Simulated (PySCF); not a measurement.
# Working out the ionisation energy of I⁺

I⁺ [Kr] 4d10 5s2 5p4 (3P) → I²⁺ [Kr] 4d10 5s2 5p3 (4S). Calculation: PySCF 2.14, in cc-pVTZ-PP with ECP28MDF (5s4p3d1f, 39 functions); a scalar-relativistic core potential. Frozen: 4s2 4p6 4d10. Energies in hartree (1 hartree = 27.21139 eV):

```
            part   I⁺ (lower)  I²⁺ (upper)
             UHF  -294.309658  -293.660246
CCSD correlation    -0.104610    -0.077676
             (T)    -0.002822    -0.002000
```

**Question.** What does Hartree-Fock give?

**Answer.** (-293.660246) − (-294.309658) = 0.649412 hartree = 17.671 eV.

**Question.** What do CCSD and CCSD(T) give?

**Answer.** The CCSD correlation energies differ by 0.026934 hartree = 0.733 eV and the triples by 0.000822 hartree = 0.022 eV, so CCSD gives 18.404 eV and CCSD(T) 18.426 eV.

Measured between the centres of the two terms (NIST): 18.750 eV, so CCSD(T) (valence) is off by -0.324 eV.

What remains against the reference includes basis incompleteness, the frozen core and higher excitations.
